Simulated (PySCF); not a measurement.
Bonds (- single, = double, # triple, : aromatic): C1=C2 1.340 Å, C2-O3 1.349 Å, O3-C4 1.403 Å, C2-O5 1.336 Å, O5-Si6 1.693 Å. C1 carries H7, H8; C4 carries H9, H10, H11; Si6 carries H12, H13, H14. H8 is cis to O3; H7 is trans to O3.

Geometry: PBE0-D3(BJ)/def2-SVP; GIAO shifts from PySCF 2.14, gas phase, non-relativistic, averaged over equivalent atoms.

At B3LYP/pcSseg-1 (149 basis functions, 12 s wall time on 1 thread of an x86-64 server CPU, shared host):
```
      atoms  δ (ppm)
         C2    170.1
         C1     59.0
         C4     55.1
         O3    122.6
         O5    115.7
        Si6    -43.0
H12/H13/H14     4.64
 H9/H10/H11     3.51
         H7     3.45
         H8     2.94
```

Referencing at the same level of theory: ¹³C (σ = 179.24 ppm) and ²⁹Si (σ = 337.86 ppm) and ¹H (σ = 31.38 ppm) against TMS; ¹⁷O (σ = 334.04 ppm) vs H2O.

Task: Estimate the result of repeating the calculation with OPBE/pcSseg-1.

Result: 
```csv
atoms,δ at OPBE/pcSseg-1,change
C2,157.6,-12.5
C1,55.1,-3.9
C4,53.6,-1.5
O3,124.4,+1.8
O5,112.5,-3.2
Si6,-35.9,+7.1
H12/H13/H14,4.85,+0.21
H9/H10/H11,3.49,-0.02
H7,3.42,-0.03
H8,2.97,+0.03
```

Referencing at the same level of theory: TMS for ¹³C (185.13 ppm) and ²⁹Si (360.29 ppm) and ¹H (31.23 ppm); ¹⁷O (332.03 ppm) against H2O.

The largest change is at C2 (alkene carbon bearing oxygen). Cost: 149 basis functions, 32 s wall time on 1 thread of an x86-64 server CPU, shared host. The order of the carbon signals is the same at both levels.

Experimental scales use liquid or dissolved standards, which lie at an offset from isolated H2O (liquid H2O: subtract about 36 ppm).
